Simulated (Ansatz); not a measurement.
Ideal-gas functions of CH₄Cl₂Ge, SMILES `[CH3][GeH]([Cl])[Cl]` at 298.15 K and 1 bar, from an Ansatz frequency run at PBE0-D4/def2-TZVP.

Molar mass 159.56 g/mol, point group Cs (symmetry number 1), electronic degeneracy 1, moments of inertia 142.406, 237.928, 332.913 u Å². Harmonic wavenumbers (cm⁻¹, unscaled): 127, 144, 160, 182, 417, 431, 625, 659, 704, 823, 857, 1267, 1444, 1448, 2183, 3070, 3167, 3174.

Use S(trans) = R[1.5 ln M + 2.5 ln T − 1.1517]; rotational temperatures θ = 24.2544 K / I; S(rot) = R[ln(√π/σ · √(T³/θAθBθC)) + 1.5]; for each mode x = 1.438777 ν̃/T, S = R[x/(eˣ − 1) − ln(1 − e⁻ˣ)] and H = RT x/(eˣ − 1); 1 cm⁻¹ = 0.0119627 kJ/mol; R = 8.31446 J/(mol·K).

Q: By hand: the entropy, in J/(mol·K).

A: Translation 172.1. Rotation: θ = 0.1703, 0.1019, 0.0729 K, giving 116.0. Vibration, mode by mode: 12.51, 11.51, 10.67, 9.66, 3.77, 3.58, 1.71, 1.50, 1.26, 0.79, 0.69, 0.13, 0.06, 0.06, 0.00, 0.00, 0.00, 0.00, in all 57.9. Electronic 0.0. Sum 346.0 J/(mol·K).

Q: By hand: H − E and G − E in kJ/mol, counted from the electronic energy.

A: Zero-point energy ½ × 20882 × 0.0119627 = 124.9; thermal vibration 9.7; translation, rotation and pV give 4 RT = 9.9. H − E = 144.5 kJ/mol, and G − E = 144.5 − 298.15 × 346.0/1000 = 41.3 kJ/mol.

Vibration gives 17 % of the entropy, 24.0 J/(mol·K) of it from the modes under 150 cm⁻¹: soft modes count most, and the harmonic formula is weakest for them.
